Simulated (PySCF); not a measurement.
## Field gradients at the hydrogen positions

Compound: C4H6F4.
Z-matrix (Å and degrees, GFN2-xTB geometry), rows numbered from 1:
```
F 
C   1  1.3690
C   2  1.5268  1  110.75
F   3  1.3750  2  109.76  1   -69.89
C   3  1.5359  2  112.18  1    50.17
F   5  1.3750  3  108.00  2    58.93
C   5  1.5267  3  112.10  2   179.99
F   7  1.3689  5  110.76  3   -50.15
H   2  1.0937  1  107.38  3   120.20
H   2  1.0940  1  107.22  3  -120.31
H   3  1.0972  2  109.60  1   172.94
H   5  1.0972  3  110.22  2   -57.66
H   7  1.0937  5  110.26  3  -168.62
H   7  1.0935  5  110.13  3    68.40
```

Level: PBE0/pcSseg-1 (PySCF, non-relativistic); Q(2H) = 0.00286 b; rigid geometry, the same for H and D, with no vibrational averaging.

Problem. What are Vzz, η and χzz (234.96 MHz × Q × Vzz) at all hydrogens?

Solution. 
```tsv
atom	bonded to	bond length (Å)	Vzz (au)	η	χzz (kHz)
H9	C2	1.094	0.2866	0.08	193
H10	C2	1.094	0.2890	0.08	194
H11	C3	1.097	0.2770	0.06	186
H12	C5	1.097	0.2770	0.06	186
H13	C7	1.094	0.2895	0.08	195
H14	C7	1.094	0.2868	0.08	193
```

Problem. Give the 2H NMR doublet splittings at H12 for a magnetic field along the z, y and x axes of the gradient: 3χ/2, 3χ(1 + η)/4, 3χ(1 − η)/4.

Solution. With |χ| = 186.2 kHz and η = 0.060: 279, 148 and 131 kHz, to first order and without motion.

The structure is a single GFN2-xTB conformer in the gas phase; no vibrational or solvent corrections. GFN2-xTB bond lengths can be off by several hundredths of an ångström, more for odd bonds, and the gradients follow them. With so small a basis the couplings can be 20 % off.
